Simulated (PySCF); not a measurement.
**CaSi⁺: from constants to spectrum**

ROHF-CCSD(T) constants of CaSi⁺, ²Π (doublet), unpaired electrons π ↑ (Ca 3-21G, Si 3-21G; no relativity (PySCF 2.14); masses 39.9626 and 27.9769 u):

- ωe: 164.8 cm⁻¹
- ωexe: 0.95 cm⁻¹
- Be: 0.087046 cm⁻¹
- αe: 0.000627 cm⁻¹
- De to Ca⁺ + Si: 0.76 eV

Q: What force constant and bond length do these constants imply?

A: Reduced mass μred = 16.456 u; k = 5.8918×10⁻⁷·μred·ωe² (u, cm⁻¹, mdyn/Å) = 0.263 mdyn/Å; Re = √(16.8576/(μred·Be)) (u, cm⁻¹, Å) = 3.431 Å.

Q: Estimate the centrifugal constant D from the Kratzer relation and find the Dunham coefficient a1.

A: D = 4Be³/ωe² = 9.71e-08 cm⁻¹; a1 = −1 − αeωe/(6Be²) = -3.27.

Correlated steps freeze 10 core orbitals. For an ion De counts to the pair picked by the measured ionisation energies or electron affinities, which need not be the lowest pair at this level. The CCSD T1 diagnostic is raised, a sign that a single reference may not be enough here. 3-21G is very small, so such numbers show the basis as much as the molecule. The state was picked by a PBE0 search and need not be the measured ground state.
